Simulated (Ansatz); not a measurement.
```xyz
13

O    -1.0415    1.8696    0.6220
C    -0.7356    0.5247    0.3107
C    -0.1567    0.4158   -1.1077
Si    0.7219   -1.2650   -0.9337
Si    0.6461   -0.4554    1.2432
H    -1.3836    1.9104    1.5184
H    -1.6462   -0.0964    0.3493
H    -0.8920    0.5626   -1.9013
H     0.6228    1.1778   -1.2247
H     1.9869   -1.4273   -1.6953
H    -0.1695   -2.4235   -1.2122
H     1.7960    0.4310    1.5749
H     0.2515   -1.2243    2.4562
```

Total charge 0; spin multiplicity 1.

Q: List the CAM-B3LYP/def2-TZVPP orbital energies in eV (the Gaussian-basis code of Ansatz). (An estimate is asked.)

A: The calculation gave: Occupied: -1800.76, -1800.69, -522.47, -280.11, -278.57, -145.37, -145.31, -100.70, -100.69, -100.68, -100.64, -100.63, -100.62, -30.11, -22.95, -18.58, -17.41, -15.77, -15.29, -13.91, -13.20, -12.07, -11.38, -10.92, -10.59, -10.39, -9.10, -8.31. Lowest empty: 0.79, 1.18, 1.33, 1.98, 2.32, 2.59, 3.12, 3.30.
